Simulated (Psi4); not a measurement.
Interaction energy of CHF3 ··· C4H4S (SMILES FC(F)F and c1ccsc1), singlet. Monomers: optimised at B3LYP-D3(BJ) (def2-TZVP), held rigid. Orientation: a higher rigid-body minimum at GFN2-xTB. R is the distance of the centres of mass, along which the second monomer moves.

Geometry at R = 3.41 Å (first 5 atoms: monomer A):
```
14

F      1.2407    -0.3438    -0.2897
C     -0.0047     0.0044     0.0624
F     -0.8534    -0.9211    -0.4053
F     -0.2965     1.1786    -0.5141
H     -0.0861     0.0819     1.1468
C      0.3441    -1.1214    -3.4437
C     -0.6608    -0.1238    -3.5780
C     -0.1382     1.1289    -3.7241
S      1.5797     1.1018    -3.6991
C      1.6064    -0.6036    -3.4909
H      0.1373    -2.1742    -3.3180
H     -1.7214    -0.3286    -3.5665
H     -0.6651     2.0608    -3.8444
H      2.5449    -1.1272    -3.4151
```

Level of theory: SAPT0/jun-cc-pVDZ, frozen core run with Psi4.

Components in kcal/mol:

```
R / Å  electrostatics  exchange  induction  dispersion  total
-----  --------------  --------  ---------  ----------  -----
2.80           -12.71     33.84      -1.54       -7.36  12.23
2.98            -7.01     19.30      -0.92       -5.38   5.98
3.21            -3.17      9.38      -0.48       -3.66   2.08
3.41            -1.51      5.01      -0.27       -2.65   0.58
3.62            -0.61      2.59      -0.16       -1.91  -0.09
3.82            -0.18      1.38      -0.10       -1.42  -0.32
4.13             0.10      0.51      -0.05       -0.91  -0.35
4.40             0.18      0.21      -0.03       -0.63  -0.28
4.94             0.19      0.04      -0.02       -0.32  -0.11
5.63             0.15      0.00      -0.01       -0.15  -0.01
6.65             0.10      0.00       0.00       -0.06   0.04
7.89             0.06      0.00       0.00       -0.02   0.04
```
